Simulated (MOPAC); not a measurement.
Input for MOPAC: PM6 on BeF2 (SMILES [F][Be][F]), a point of a bond scan (R = 1.381 Å).

```
PM6 1SCF PRECISE CHARGE=0 THREADS=1
BeF2

Be     0.00000000 1     0.00000000 1     0.00000000 1
F     -0.00000000 1    -0.00000000 1    -1.38116789 1
F      0.00000000 1     0.00000000 1     1.38116789 1
```

It printed:

```
*******************************************************************************
 **                                                                           **
 **                              MOPAC v23.2.5                                **
 **                                                                           **
 *******************************************************************************
 ** MOPAC's Digital Object Identifier: https://doi.org/10.5281/zenodo.6511958 **
 **                                                                           **
 ** Please cite the open-source release paper for use of this MOPAC version:  **
 ** J. E. Moussa and J. J. P. Stewart (2026)                                  **
 ** MOPAC: An open-source semiempirical molecular orbital program             **
 ** J. Open Source Softw., 11(119), 8025, https://doi.org/10.21105/joss.08025 **
 *******************************************************************************

                              PM6 CALCULATION RESULTS

 *******************************************************************************
 *  PM6        - The PM6 Hamiltonian to be used
 *
 *
 *
 *                 CHARGE ON SYSTEM = 0
 *
 *
 *
 *  PRECISE    - TIGHTER CRITERIA TO BE USED
 *  1SCF       - DO 1 SCF AND THEN STOP
 *  THREADS=1  - MULTI-THREADING NOT USED
 *  T=         - A TIME OF 172800.0 SECONDS REQUESTED
 *  DUMP=N     - RESTART FILE WRITTEN EVERY 7200.0 SECONDS REQUESTED
 *******************************************************************************
PM6 1SCF PRECISE CHARGE=0 THREADS=1
 BeF2

   ATOM   CHEMICAL          X               Y               Z
  NUMBER   SYMBOL      (ANGSTROMS)     (ANGSTROMS)     (ANGSTROMS)

     1      Be          0.00000000  *   0.00000000  *   0.00000000  *
     2       F         -0.00000000  *  -0.00000000  *  -1.38116789  *
     3       F          0.00000000  *   0.00000000  *   1.38116789  *



          CARTESIAN COORDINATES

    NO.       ATOM           X           Y           Z

     1        Be          0.0000      0.0000      0.0000
     2         F         -0.0000     -0.0000     -1.3812
     3         F          0.0000      0.0000      1.3812

 General Reference for PM6:
 "Optimization of Parameters for Semiempirical Methods V: Modification of NDDO Approximations
 and Application to 70 Elements", J. J. P. Stewart, J. Mol. Mod., 13, 1173-1213 (2007)
 URL: https://link.springer.com/article/10.1007/s00894-007-0233-4

           Empirical Formula: Be F2  =     3 atoms



      MOLECULAR POINT GROUP   :   D*h


      RHF CALCULATION, NO. OF DOUBLY OCCUPIED LEVELS = 8


 -------------------------------------------------------------------------------
 PM6 1SCF PRECISE CHARGE=0 THREADS=1
 BeF2



     1SCF WAS SPECIFIED, SO BFGS WAS NOT USED
     SCF FIELD WAS ACHIEVED


                              PM6 CALCULATION
                                                       MOPAC v23.2.5 Linux




          FINAL HEAT OF FORMATION =       -180.36423 KCAL/MOL =    -754.64395 KJ/MOL


          COSMO AREA              =         74.38 SQUARE ANGSTROMS
          COSMO VOLUME            =         57.14 CUBIC ANGSTROMS

          IONIZATION POTENTIAL    =         14.892368 EV
          HOMO LUMO ENERGIES (EV) =        -14.892  1.841
          NO. OF FILLED LEVELS    =          8
          MOLECULAR WEIGHT        =         47.0090         POINT GROUP:  D*h

          MOLECULAR DIMENSIONS (Angstroms)

            Atom       Atom       Distance
            F     3    F     2     2.76234
            F     3    F     2     0.00000
           Be     1    F     2     0.00000


          SCF CALCULATIONS        =          1





   ATOM   CHEMICAL          X               Y               Z
  NUMBER   SYMBOL      (ANGSTROMS)     (ANGSTROMS)     (ANGSTROMS)

     1      Be          0.00000000  *   0.00000000  *   0.00000000  *
     2       F         -0.00000000  *  -0.00000000  *  -1.38116789  *
     3       F          0.00000000  *   0.00000000  *   1.38116789  *

                             CARTESIAN COORDINATES

   1   Be        0.000000000     0.000000000     0.000000000
   2    F       -0.000000000    -0.000000000    -1.381167890
   3    F        0.000000000     0.000000000     1.381167890


           Empirical Formula: Be F2  =     3 atoms



      MOLECULAR POINT GROUP   :   D*h


                  EIGENVALUES
 -40.46042 -39.18272 -15.84478 -15.83502 -15.83502 -15.52127 -14.89237 -14.89237
   1.84119   2.93611   2.93611   5.62018


              NET ATOMIC CHARGES AND DIPOLE CONTRIBUTIONS

  ATOM NO.   TYPE          CHARGE      No. of ELECS.   s-Pop       p-Pop
    1         Be           0.826624        1.1734     0.45636     0.71701
    2          F          -0.413312        7.4133     1.93472     5.47859
    3          F          -0.413312        7.4133     1.93472     5.47859
 DIPOLE           X         Y         Z       TOTAL
 POINT-CHG.     0.000     0.000     0.000     0.000
 HYBRID         0.000     0.000    -0.000     0.000
 SUM            0.000     0.000     0.000     0.000


          ATOMIC ORBITAL ELECTRON POPULATIONS

     Atom    s        px        py        pz
    1 Be   0.45636   0.13370   0.13370   0.44961
    2  F   1.93472   1.93315   1.93315   1.61230
    3  F   1.93472   1.93315   1.93315   1.61230

 **********************
 *                    *
 * JOB ENDED NORMALLY *
 *                    *
 **********************




 == MOPAC DONE ==
```

The run finished.

Cost: around 0.020 core-seconds (rough).
